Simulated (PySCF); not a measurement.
**Dipole response of Cu²⁺ (copper, charge +2)**

[Ar] 3d9, 2D determinant. All numbers are calculated (PySCF 2.14, scalar relativity through the core potential, in aug-cc-pVQZ-PP with ECP10MDF (7s7p6d4f3g2h, 135 functions)). Coupled (time-dependent) response in atomic units; α is the mean over directions.

```json
{"method": "PBE0", "mean α (bohr³)": "2.909", "α xx, yy, zz": "2.795, 2.795, 3.138", "C₆ (like pair)": "7.814", "S(−4)": "4.124"}
```

S(−4) is the Cauchy moment in α(ω) = α(0) + S(−4) ω² + …

α(iu) at PBE0:

```json
{"u (hartree)": "0", "α(iu) (bohr³)": "2.909"}
{"u (hartree)": "0.0500", "α(iu) (bohr³)": "2.899"}
{"u (hartree)": "0.100", "α(iu) (bohr³)": "2.869"}
{"u (hartree)": "0.200", "α(iu) (bohr³)": "2.760"}
{"u (hartree)": "0.300", "α(iu) (bohr³)": "2.606"}
{"u (hartree)": "0.500", "α(iu) (bohr³)": "2.265"}
{"u (hartree)": "0.750", "α(iu) (bohr³)": "1.890"}
{"u (hartree)": "1.00", "α(iu) (bohr³)": "1.599"}
{"u (hartree)": "1.50", "α(iu) (bohr³)": "1.195"}
{"u (hartree)": "2.00", "α(iu) (bohr³)": "0.9339"}
{"u (hartree)": "3.00", "α(iu) (bohr³)": "0.6201"}
{"u (hartree)": "5.00", "α(iu) (bohr³)": "0.3322"}
```

For an ion, C₆ is the dispersion term alone; charge-induced terms of lower order in 1/R come first.

The components differ because the open shell of this determinant is not spherical; for a pure term their mean is the scalar polarisability.

Energies and moments cover only the electrons outside the core potential.
